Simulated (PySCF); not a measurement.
## Excitation energies in several basis sets

Species: C₃H₅FSSi.
Z-matrix (Å and degrees, PBE0-D3(BJ)/def2-SVP geometry), rows numbered from 1:
```
F 
Si  1  1.6321
C   2  1.8391  1  113.22
C   3  1.3500  2  111.84  1   109.70
S   4  1.7464  3  123.37  2     2.07
C   5  1.8160  4   97.88  3     2.83
H   2  1.4877  1  104.75  3  -129.25
H   3  1.0925  2  128.47  1   -68.40
H   4  1.0967  3  123.59  2  -177.92
H   6  1.1011  2  110.83  1     8.44
H   6  1.1009  2  111.72  1   129.06
```

TDDFT with PBE0 (PySCF), vertical singlets, core orbitals frozen in the response, spherical d and f functions. Isolated species at its PBE0-D3(BJ)/def2-SVP geometry, gas phase.

**Question.** How do the low singlets change with the basis? Take 6-31G*, def2-SVP, 6-31+G*, def2-SVPD, aug-cc-pVDZ, def2-TZVP and def2-TZVPD.

**Answer.** 

```json
{"basis": "6-31G*", "functions": "102", "diffuse": "no", "S1 (eV)": "5.06", "S2 (eV)": "5.48", "S3 (eV)": "6.79", "S4 (eV)": "6.95", "S5 (eV)": "7.04", "LUMO (eV)": "-0.52", "α (au)": "63.8"}
{"basis": "def2-SVP", "functions": "117", "diffuse": "no", "S1 (eV)": "5.04", "S2 (eV)": "5.69", "S3 (eV)": "6.75", "S4 (eV)": "6.89", "S5 (eV)": "6.94", "LUMO (eV)": "-0.68", "α (au)": "64.3"}
{"basis": "6-31+G*", "functions": "126", "diffuse": "yes", "S1 (eV)": "4.86", "S2 (eV)": "5.26", "S3 (eV)": "5.66", "S4 (eV)": "6.30", "S5 (eV)": "6.49", "LUMO (eV)": "-0.87", "α (au)": "72.8"}
{"basis": "def2-SVPD", "functions": "174", "diffuse": "yes", "S1 (eV)": "4.83", "S2 (eV)": "5.31", "S3 (eV)": "5.96", "S4 (eV)": "6.57", "S5 (eV)": "6.62", "LUMO (eV)": "-0.93", "α (au)": "77.1"}
{"basis": "aug-cc-pVDZ", "functions": "191", "diffuse": "yes", "S1 (eV)": "4.80", "S2 (eV)": "5.27", "S3 (eV)": "5.50", "S4 (eV)": "6.11", "S5 (eV)": "6.29", "LUMO (eV)": "-0.91", "α (au)": "78.5"}
{"basis": "def2-TZVP", "functions": "228", "diffuse": "no", "S1 (eV)": "4.83", "S2 (eV)": "5.31", "S3 (eV)": "6.44", "S4 (eV)": "6.57", "S5 (eV)": "6.75", "LUMO (eV)": "-0.86", "α (au)": "73.6"}
{"basis": "def2-TZVPD", "functions": "285", "diffuse": "yes", "S1 (eV)": "4.76", "S2 (eV)": "5.16", "S3 (eV)": "5.69", "S4 (eV)": "6.34", "S5 (eV)": "6.39", "LUMO (eV)": "-0.94", "α (au)": "78.7"}
```

States are compared by their number. Against the largest diffuse basis here (def2-TZVPD, itself not a converged limit), sets without diffuse functions differ by up to 0.30 eV in S1 and 0.65 eV in S5; the smaller diffuse sets differ by up to 0.10 and 0.22 eV. State by state, the largest deviation of a set without diffuse functions is S1 0.30, S2 0.52, S3 1.11, S4 0.61, S5 0.65 eV. The same number needn't mean the same state in each row. Against def2-TZVPD the polarisability deviates by -19% in 6-31G*, -18% in def2-SVP, -7% in 6-31+G*, -2% in def2-SVPD, 0% in aug-cc-pVDZ, -6% in def2-TZVP. A single + in a Pople set puts diffuse functions on heavy atoms only.
